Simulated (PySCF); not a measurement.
Mg+: ionisation energy

Mg+ [Ne] 3s1 (2S) → Mg(2+) [Ne] (1S), as a difference of total energies. Calculation: PySCF 2.14, in jorge-DZP-DKH (7s4p1d, 24 functions); the spin-free X2C one-electron Hamiltonian (Gaussian nucleus). The calculations carry no spin-orbit coupling.

| method | ionisation energy (eV) |
| --- | --- |
| UHF | 14.718 |
| PBE | 15.320 |
| MN15 | 14.723 |

For comparison: 15.035 eV (measured; NIST Atomic Spectra Database, ionization energies).
